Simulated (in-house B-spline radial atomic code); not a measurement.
# Ga⁷⁺: [Ar] 3d6

Computed with an all-electron radial atomic-structure program (B-spline basis): Dirac-Kohn-Sham PBE0, spherical fractional occupations, Fermi nucleus of rms radius 3.9973 fm.

Screening seen three ways: the hydrogenic charge with the same mean radius, Z_r = [3n² - l(l+1)]/(2<r>), the one with the same energy, Z_e = n√(-2ε), and Slater's rules. Values are occupation-weighted means over j.

| shell | electrons | ε (eV) | <r> (bohr) | Z_r | Z_e | Slater |
| --- | --- | --- | --- | --- | --- | --- |
| 1s | 2 | -10437 | 0.0486 | 30.87 | 27.70 | 30.70 |
| 2s | 2 | -1439.9 | 0.2172 | 27.62 | 20.57 | 26.85 |
| 2p | 6 | -1272.8 | 0.1905 | 26.25 | 19.34 | 26.85 |
| 3s | 2 | -300.12 | 0.6262 | 21.56 | 14.09 | 19.75 |
| 3p | 6 | -247.82 | 0.6392 | 19.56 | 12.80 | 19.75 |
| 3d | 6 | -160.44 | 0.6535 | 16.07 | 10.30 | 11.25 |

The least bound orbital is 3d5/2 at -160.2 eV, and it is also the most diffuse (<r> = 0.6546 bohr).

Spin-orbit splittings of the orbital energies (j = l + 1/2 above j = l - 1/2 when positive): 2p 27.73 eV, 3p 4.125 eV, 3d 0.6274 eV.

For the 1s electron the small component carries 1.25 % of the norm, the zero-frequency Breit interaction raises the level by 14.67 eV, self-energy by 7.531 eV, and vacuum polarisation lowers it by 0.7121 eV.

Caution: exact exchange at fractional occupations of open shells leaves self-interaction of up to several eV.
